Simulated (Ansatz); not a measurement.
Abridged output of a molecular run in Ansatz:

```
Functional definition: HF
971 factors; integrals over basis functions are off by at most 1.5e-3 eV
mean field evaluation 1: about -79593.8520 eV, gradient 2.7e1 eV
mean field evaluation 2: about -79593.8534 eV, gradient 2.7e1 eV
mean field evaluation 4: about -79595.7642 eV, gradient 2.4e0 eV
mean field evaluation 8: about -79595.7896 eV, gradient 6.6e-5 eV
mean field -79595.78960773 eV, -2925.0913161202 hartree, gradient 1.5e-6 eV, S^2 0.000000; 0 other end points of the search recorded, 0 dependent functions left out
20 core orbitals not correlated: weight in the atoms' cores, before any rotation towards them, 1.000 or more for the frozen orbitals, at most 0.000 for the correlated occupied ones
reference -79595.78960773 eV, -2925.0913161202 hartree; 18, 18 occupied and 64, 64 virtual orbitals, 971 factors
second order -17.59007150 eV of doubles, -0.00000000 eV of singles
cycle   1  -17.97188195 eV  change   -3.8e-1 eV  update   1.0e-1
cycle   2  -18.48045454 eV  change   -5.1e-1 eV  update   3.0e-2
cycle   3  -18.57095146 eV  change   -9.0e-2 eV  update   1.4e-2
cycle   4  -18.56267437 eV  change    8.3e-3 eV  update   3.1e-3
cycle   5  -18.56199832 eV  change    6.8e-4 eV  update   1.2e-3
cycle   6  -18.56188328 eV  change    1.2e-4 eV  update   3.2e-4
cycle   7  -18.56168032 eV  change    2.0e-4 eV  update   9.9e-5
cycle   8  -18.56166707 eV  change    1.3e-5 eV  update   3.1e-5
perturbative correction -0.41253685 eV, -0.0151604497 hartree
Total energy: -79614.76381165 eV, -2925.7886052531 hartree
```

Its atoms:

Cartesian coordinates in Å:
```
F -1.778 1.388 0.255
Si -0.965 0.284 -0.562
Cl -0.366 1.125 -2.330
Ge 0.944 -0.386 0.684
H -1.913 -0.805 -0.891
H 0.514 -0.978 2.035
H 1.855 0.825 0.921
H 1.708 -1.453 -0.112
```

(1) Which basis set was used?
A. def2-TZVPP
B. cc-pV(Q+d)Z
C. def2-SVPD
D. def2-SVP

(2) Write the keys of the input that set method, charge and spin (a neutral closed shell needs none for the last two).

## Answers

(1) D. It gives 102 functions.

(2) 
```yaml
correlation: {method: ccsd_t}
```
